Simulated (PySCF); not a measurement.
Below is a simulated gas-phase C 1s photoelectron spectrum of `[C@@H]1([C@@H](C1)C)[SiH2][GeH3]`.

Every computed line was given a Gaussian of 0.4 eV full width at half maximum and an area set by the number of equivalent atoms; the highest printed point is 100. Computed, not measured: PySCF 2.14.0, delta-SCF UKS SCAN, pcX-2 on the ionised atom, pcseg-1 elsewhere, spin-free X2C.

(binding energy (eV), intensity): (289.5, 0), (289.6, 2), (289.7, 6), (289.8, 15), (289.9, 29), (290.0, 39), (290.1, 40), (290.2, 37), (290.3, 43), (290.4, 62), (290.5, 87), (290.6, 100), (290.7, 91), (290.8, 64), (290.9, 33), (291.0, 13), (291.1, 3), (291.2, 1)

Question: Count the maxima, the lines and the sites behind this envelope.

Answer: The curve has 2 maxima (at 290.1 and 290.6 eV). Under it lie 4 lines from 4 inequivalent carbon sites. At this width some lines have no maximum of their own.

Question: Decompose the envelope and assign each component. Numbering: `[CH3:1][C@@H:2]1[CH2:3][C@H:4]1[SiH2:5][GeH3:6]`.

Answer: 
```json
{"position (eV)": "290.03", "relative area": "1", "line": "C 1s", "atoms": "C4", "environment": "sp3 carbon bound to silicon"}
{"position (eV)": "290.47", "relative area": "1", "line": "C 1s", "atoms": "C3", "environment": "three-membered-ring carbon"}
{"position (eV)": "290.64", "relative area": "1", "line": "C 1s", "atoms": "C2", "environment": "three-membered-ring carbon"}
{"position (eV)": "290.70", "relative area": "1", "line": "C 1s", "atoms": "C1", "environment": "methyl carbon"}
```

Question: What are the centre and the root-mean-square width of the whole band?

Answer: The area-weighted mean of the lines is 290.46 eV. Their own spread about it is 0.26 eV (rms) and each Gaussian has σ = 0.4/2.355 = 0.17 eV; the variances add, which gives 0.31 eV.

Lowest listed C 1s: C4, bonded to 2 C, H and Si. Highest, 0.67 eV above it: C1, bonded to C and 3 H. The widest gap between neighbouring values is 0.44 eV, between 290.03 and 290.47 eV.

Shake-up satellites, vibrational structure and lifetime widths aren't simulated. Isolated species at its PBE0-D3(BJ)/def2-SVP geometry (one conformer only).

The values belong to the conformer `[CH3:1][C@@H:2]1[CH2:3][C@H:4]1[SiH2:5][GeH3:6]`: C3–C4–Si5–Ge6 150°.
